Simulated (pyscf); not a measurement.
# Cl–Hf(Cl)(Cl)–Cl (SMILES [Cl][Hf]([Cl])([Cl])[Cl]), singlet

Gas-phase minimum from PySCF at ωB97X-D3(BJ)/def2-SVP, one conformer. 

```xyz
5

Cl     0.9030     0.6179     0.4479
Hf    -1.1315    -0.4547     0.1378
Cl    -0.7857    -2.4654    -0.9679
Cl    -2.5327     0.8936    -1.1287
Cl    -2.1109    -0.8663     2.2008
```

Bonded distances (Å): Cl1–Hf2 2.321, Hf2–Cl3 2.321, Hf2–Cl4 2.321, Hf2–Cl5 2.320. Bond angles (°): Cl1–Hf2–Cl3 109.5, Cl1–Hf2–Cl4 109.5, Cl1–Hf2–Cl5 109.5, Cl3–Hf2–Cl4 109.5, Cl3–Hf2–Cl5 109.4, Cl4–Hf2–Cl5 109.5.

Properties at ωB97X-D3(BJ)/def2-SVP:

```
Item                                                                                                                                                        Result
---------------------------------------------------------------------------------------------------------------------  -------------------------------------------
Harmonic wavenumbers, unscaled                                                                                         96, 96, 97, 97, 97, 393, 411, 411, 411 cm⁻¹
Zero-point energy                                                                                                                                     3.0 kcal/mol
Rotational symmetry number                                                                                                                                      12
Entropy of this conformer at 298 K and 1 atm, rigid rotor and harmonic oscillator, modes under 100 cm⁻¹ raised to 100                              374.3 J/(mol K)
Dipole moment                                                                                                                                               0.00 D
```

Single-point totals, which compare only within one level:

```csv
level,total energy (hartree)
ωB97X-D3(BJ)/def2-TZVP,-1889.27826
PBE/def2-TZVP,-1888.47884
r²SCAN/def2-TZVP,-1889.11909
B3LYP-D3(BJ)/def2-TZVP,-1889.29738
PBE0-D3(BJ)/def2-TZVP,-1888.59939
M06-2X/def2-TZVP,-1889.05914
ωB97M-D3(BJ)/def2-TZVP,-1889.37376
```

Elements past Kr carry the def2 core potentials, without spin-orbit coupling.
